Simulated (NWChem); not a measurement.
CH₅BFNO; SMILES CNB(O)F

```xyz
10

B     -0.0010     0.5968    -0.0002
F     -0.7917     1.6918    -0.0005
N     -0.6320    -0.6754     0.0001
C     -0.0121    -1.9790     0.0008
H     -1.6533    -0.6808     0.0002
H     -0.2766    -2.5851    -0.8952
H     -0.2715    -2.5820     0.9004
H      1.0934    -1.8796    -0.0027
O      1.3527     0.8218    -0.0001
H      1.8715     0.0004     0.0000
```
Atoms are numbered in this order, from 1.

Computed with NWChem. Pople sets run with spherical d functions. The geometry was optimised at PBE-D3(BJ)/def2-SVP. Atomic charges in e: unrestrained fits to the electrostatic potential beside Mulliken populations; buried atoms are poorly determined by the fit.

### Question
What does the run give for Hartree-Fock/6-31G*? Quantities: ESP B1; Mulliken B1; ESP F2; Mulliken F2; ESP N3; Mulliken N3; ESP C4; Mulliken C4; ESP O9; Mulliken O9; relative RMS misfit of the potential (%).

### Answer
```json
{
 "ESP B1": "0.92",
 "Mulliken B1": "0.96",
 "ESP F2": "-0.37",
 "Mulliken F2": "-0.43",
 "ESP N3": "-0.85",
 "Mulliken N3": "-0.82",
 "ESP C4": "0.35",
 "Mulliken C4": "-0.27",
 "ESP O9": "-0.76",
 "Mulliken O9": "-0.76",
 "relative RMS misfit of the potential (%)": "19"
}
```
